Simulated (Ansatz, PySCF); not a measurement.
Pulling on the C3–H4 bond in CH4Cd (SMILES [CH3][CdH]) (multiplicity 1 held, fragments rigid). Energies count from the point at 1.090 Å.
Geometry at that point (charge 0, multiplicity 1):
```
atom    x (Å)    y (Å)    z (Å)
----  -------  -------  -------
Cd    -0.2807  -0.1510  -0.0414
H     -1.7499  -0.9416  -0.2582
C      1.5814   0.8509   0.2333
H      2.0312   0.5593   1.1828
H      1.4329   1.9311   0.2353
H      2.2707   0.5954  -0.5719
```

U- levels take the lowest unrestricted solution at each point, which mixes spins at long bonds. Active spaces are followed from a long bond inwards. Curves can end on different states.

Frozen-core correlation. Rows in LANL2DZ carry no dispersion term and start afresh at each structure. LANL2DZ brings its own core potentials from Na on.

Codes used: Ansatz (an electronic-structure program) with Gaussian orbitals; PySCF for LANL2DZ rows. Each number belongs to the level named beside it. In def2 rows elements past Kr take small-core potentials, without spin–orbit coupling.

Energies in eV.

```tsv
R (Å)	U-HF/LANL2DZ	U-MP2/def2-TZVPP	U-CCSD/def2-TZVPP	CASSCF(2,2)/def2-TZVPP	SC-NEVPT2 on CASSCF(2,2)/def2-TZVPP	FIC-MRCISD+Q on CASSCF(2,2)/def2-TZVPP
0.872	1.30	1.24	1.24	1.33	1.28	1.24
0.981	0.25	0.24	0.24	0.29	0.26	0.24
1.090	0.00	0.00	0.00	0.00	0.00	0.00
1.199	0.18	0.17	0.17	0.12	0.15	0.16
1.308	0.59	0.57	0.54	0.44	0.51	0.53
1.472	1.38	1.33	1.27	1.08	1.21	1.25
1.636	2.22	2.13	2.02	1.75	1.94	1.98
1.908	3.18	3.80	3.18	2.70	3.01	3.05
2.181	3.56	4.48	4.05	3.39	3.79	3.82
2.508	3.73	4.78	4.61	3.89	4.36	4.40
2.944	3.80	4.91	4.83	4.19	4.71	4.74
3.489	3.82	4.96	4.88	4.30	4.84	4.88
```

Doubts at one or more of the structures used: a spin-contaminated determinant (U-HF/LANL2DZ, U-MP2/def2-TZVPP, U-CCSD/def2-TZVPP); T1 above 0.05 (U-CCSD/def2-TZVPP).
